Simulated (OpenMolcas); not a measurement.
Lines of Br5+: computed and rescaled rates

```json
{"Program": "OpenMolcas", "Method": "MS-CASPT2, IPEA 0.25 Eh, imaginary shift 0.1 Eh (closed shells correlated: 3d)", "Basis": "ANO-R3 [7s6p5d4f2g]", "Scalar Hamiltonian": "X2C, finite nucleus", "Active space": "2 electrons in 4 orbitals (4s 4p)", "State averaging": "2S+1 = 3 even, 3 roots; 2S+1 = 1 even, 7 roots; 2S+1 = 3 odd, 3 roots; 2S+1 = 1 odd, 3 roots", "Spin-orbit coupling": "state interaction with AMFI integrals over the reference wave functions, term energies averaged over their components"}
```

Rates come from the transition moments of the reference wave functions (E1 and E2 in the length form). At fixed line strength A goes as λ^-3 for E1 and M1 and as λ^-5 for E2, so a rate at the computed wavelength can be rescaled to the measured one. Measured vacuum wavelengths follow from level energies in Moore, Atomic Energy Levels, vol. II, NSRDS-NBS 35 (1971 reprint of NBS Circular 467, 1952). Branching counts decays inside the model space alone, at computed energies, and the table is only a selection of the E1 lines, drawn from those between levels with measured partners whose computed energy lies within a factor of 1.5 of the measured one.

```tsv
Upper	Lower	Type	λ computed (nm)	λ measured (nm)	A computed (s-1)	A rescaled (s-1)	Branching %
4p² ³P₂ [60 %]	4s 4p ¹P°₁	E1	102.7	97.45	1.09e+09		16.4
4p² ³P₁	4s 4p ³P°₂	E1	72.93	73.49	3.42e+09	3.34e+09	38.9
4p² ³P₀	4s 4p ³P°₁	E1	72.16	72.62	8.47e+09	8.31e+09	99.6
4p² ³P₂ [60 %]	4s 4p ³P°₂	E1	72.04	70.15	3.83e+09	4.15e+09	58.0
4p² ³P₁	4s 4p ³P°₁	E1	70.73	70.93	2.24e+09	2.22e+09	25.5
4p² ³P₂ [60 %]	4s 4p ³P°₁	E1	69.9	67.81	1.69e+09	1.85e+09	25.5
4p² ³P₁	4s 4p ³P°₀	E1	69.81	69.89	3.12e+09	3.11e+09	35.5
```

Spin-changing lines and M1 lines between different terms are not rescaled, since their strength hangs on the term gaps too.

The largest correction is for 4p² ³P₂ [60 %] → 4s 4p ³P°₁ (E1): 1.69e+09 × (69.9 / 67.81)^3 = 1.85e+09 s-1, a factor of 1.10.

The computed rate and branching of 4p² ³P₀ → 4s 4p ³P°₁ give the upper level a radiative lifetime of 0.996 / 8.47e+09 s-1 = 1.18e-10 s, counting decays inside the model space alone. The rescaled rate gives about 1.2e-10 s.

No measured rate stands beside these. Rescaling mends the energy factor alone: line strengths can still be far off where a level mixes with configurations outside the active space, and weak or spin-changing lines hang on small mixing coefficients that depend on the term gaps too, so rescaling need not improve them.

Over all roots computed the reference weight is 0.92 to 0.98; the roots of lowest weight are the least certain, and an intruder state may touch them. The ¹D term of p² mixes with s d, which this space lacks. Measured partners are found by configuration, term and J. A level has none where our copy of the source lacks it or the pairing is in doubt (some pairs that miss far off the trend of their configuration count as doubtful). Only configurations of the active space appear.

A share in square brackets marks a mixed level and gives the weight of the term that names it. ° marks odd parity.
